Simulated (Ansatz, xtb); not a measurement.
## Relative energy of two isomers of C4H5NS2

Structure I: `Nc1ccc(S)s1`, a singlet. Structure II: `Nc1cscc1S`, a singlet. Both are isolated molecules in the gas phase, relaxed with PBE0-D3(BJ)/def2-SVP; the shapes shown needn't be the lowest conformers.

I (Å):

```
atom    x (Å)    y (Å)    z (Å)
   C  -0.6481   0.2202  -0.9175
   C  -1.9333   0.2640  -0.4178
   C  -1.9708   0.2135   1.0005
   C  -0.7334   0.1404   1.5864
   N  -0.2461   0.1979  -2.2331
   S  -0.3445  -0.0250   3.2839
   S   0.5158   0.1026   0.3629
   H   0.6856   0.5432  -2.4265
   H  -0.9329   0.5424  -2.8928
   H  -2.8168   0.3303  -1.0542
   H  -2.8881   0.2346   1.5906
   H  -0.0433   1.2710   3.5478
```

II (Å):

| atom | x (Å) | y (Å) | z (Å) |
| --- | --- | --- | --- |
| C | -0.5149 | -0.0316 | -0.0862 |
| C | -1.1371 | -1.1720 | -0.5417 |
| C | -2.7751 | 0.5112 | 0.2342 |
| C | -1.4784 | 0.9399 | 0.3679 |
| N | 0.8409 | 0.1996 | 0.0117 |
| S | -2.8546 | -1.0603 | -0.4305 |
| S | -1.0265 | 2.5577 | 0.9145 |
| H | 1.4240 | -0.3444 | -0.6111 |
| H | 1.0736 | 1.1891 | 0.0074 |
| H | -0.6714 | -2.0736 | -0.9356 |
| H | -3.6767 | 1.0598 | 0.5007 |
| H | -0.4614 | 2.1888 | 2.0893 |

Problem. Which of the two would you expect CCSD(T)/def2-SVP + ΔMP2/def2-TZVPP electronic energies to favour?

Solution. Structure II; the calculation gives E(II) − E(I) = −17.6 kJ/mol.

The same difference at several levels:

```tsv
level	geometry	E(II) − E(I) (kJ/mol)	departure from the last row (kJ/mol)	job, with rough time for the two
PBE0-D3(BJ)/def2-SVP	PBE0-D3(BJ)/def2-SVP	−14.1	+3.5	optimisation, 2.2 min
HF/def2-SVP	PBE0-D3(BJ)/def2-SVP	−9.5	+8.2	part of the CCSD(T) run
MP2/def2-SVP	PBE0-D3(BJ)/def2-SVP	−16.9	+0.7	part of the CCSD(T) run
CCSD(T)/def2-SVP	PBE0-D3(BJ)/def2-SVP	−15.7	+1.9	single point
CCSD(T)/def2-SVP + ΔMP2/def2-TZVPP	PBE0-D3(BJ)/def2-SVP	−17.6		single point, 1.9 min
```

As drawn, both hold the same kinds of bond in the same numbers.

The levels shown agree on the order. The largest departure from CCSD(T)/def2-SVP + ΔMP2/def2-TZVPP is that of HF/def2-SVP, 8.2 kJ/mol. No reliable frequencies are at hand for I, so it isn't confirmed as a minimum. Levels run at GFN2-xTB geometries aren't shown. The last row adds to CCSD(T) the change of the MP2 difference between the two basis sets, here −1.9 kJ/mol.

The correlated steps freeze 15 core orbitals. Codes used: Ansatz 0.2.0, xtb 6.7.1; the last row on 2 threads of Arm Neoverse V1 on a shared host.
